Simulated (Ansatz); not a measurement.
## Reading a saddle point

A first-order saddle point of SiH2Cl2O, closed shell, PBE0-D4/def2-TZVP, with one imaginary mode of 1524i cm⁻¹:

| atom | x (Å) | y (Å) | z (Å) |
| --- | --- | --- | --- |
| Si1 | 0.0993 | -0.7764 | 0.0539 |
| Cl2 | 1.7598 | -1.0921 | -1.1183 |
| Cl3 | -1.5046 | -0.7324 | -1.2570 |
| H4 | -0.0390 | 0.0795 | 1.4368 |
| O5 | 0.2189 | 0.9792 | 0.5614 |
| H6 | -0.5344 | 1.5421 | 0.3234 |

Program: Ansatz 0.2.0. Basis: def2-TZVPP and def2-QZVPP. Cores are frozen in the correlated methods. Extrapolation: Hartree–Fock as exp(−7.88 √X), correlation as X^−2.97.

Question: Which contacts change along the imaginary mode, and what lies on either side? (Judge from chemistry; the calculation decides.)

Answer: The calculation gives: The step is SiCl₂ + H₂O → SiH₂Cl₂O ([OH][SiH]([Cl])[Cl]), with the molecules in contact on both sides. Shortening one way: Si1–H4, Si1–O5; lengthening the same way: H4–O5.
```tsv
pair	one side (Å)	saddle (Å)	other side (Å)
Si1–H4	2.51	1.63	1.47
Si1–O5	2.09	1.83	1.62
H4–O5	0.97	1.28	2.49
```

Question: Which side is lower, and how far does the saddle lie above each? (To be estimated.)

Answer: By the calculation: The side with Si1–H4, Si1–O5 short is lower by 2.128 eV; the saddle lies 3.517 eV above it and 1.389 eV above the other (CCSD(T) at an estimated basis limit (MP2 extrapolated from triple and quadruple zeta, plus CCSD(T) − MP2 in triple zeta); electronic energies).

T1 diagnostic: at most 0.014. The restricted Hartree–Fock reference is unstable towards an unrestricted one at one or more of these structures.

Losses and insertions of silylenes and their heavier kin drive the gas-phase chemistry of silicon and germanium vapour deposition.

Labels in which every atom is bracketed show which atoms are joined, not bond orders.

For scale, one of the runs: CCSD(T)/def2-TZVPP, 185 basis functions, launched by `ansatz run in.yaml --threads 2 --pin off --events-out ev --progress --plain --max-ram 4352MiB`. Hardware: 2 CPU threads of an Arm Neoverse V2, shared host. Wall time 41 s; peak host memory 1.7 GiB.
